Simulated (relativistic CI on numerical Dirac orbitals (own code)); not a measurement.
## Radial parameters of Br VII

These numbers are calculated, not measured: Dirac-Coulomb-Breit CI, separate exchange-only KLI orbitals for each configuration, a model potential for QED, unscaled Slater integrals (own radial code, finite nucleus).

Slater integrals F^k, G^k are unscaled and averaged over j, outside the closed core [Ar]; ζ comes from projecting the Hamiltonian with its Breit term on Σ l·s of the shell.

- 3d10 4p: ζ(4p) = 4861.8 cm⁻¹; <r>(4p) = 1.576, <r^2>(4p) = 2.804 (bohr units).
- 3d10 4d: ζ(4d) = 370.86 cm⁻¹; <r>(4d) = 1.93, <r^2>(4d) = 4.231 (bohr units).
- 3d10 4f: ζ(4f) = -11.267 cm⁻¹; <r>(4f) = 2.46, <r^2>(4f) = 6.8 (bohr units).

In this model ζ of a weakly bound d, f or g electron outside closed shells comes out too small, for d by up to a factor of two or three and at times with the wrong sign; that of an outer p electron is too small as well.

Averages of the first 10 configurations, taken without configuration mixing, which lowers the lowest level and can move excited configurations by several eV; other configurations of the list can lie among them:

```csv
Configuration,Parity,States,Average energy above the lowest level (eV)
3d10 4s,even,2,0.1
3d10 4p,odd,6,16.4
3d10 4d,even,10,40.3
3d10 4f,odd,14,59.3
3d10 5s,even,2,50.0
3d10 5p,odd,6,56.3
3d10 5d,even,10,66.0
3d9 4s2,even,10,66.2
3d10 6s,even,2,70.2
3d10 6p,odd,6,73.3
```
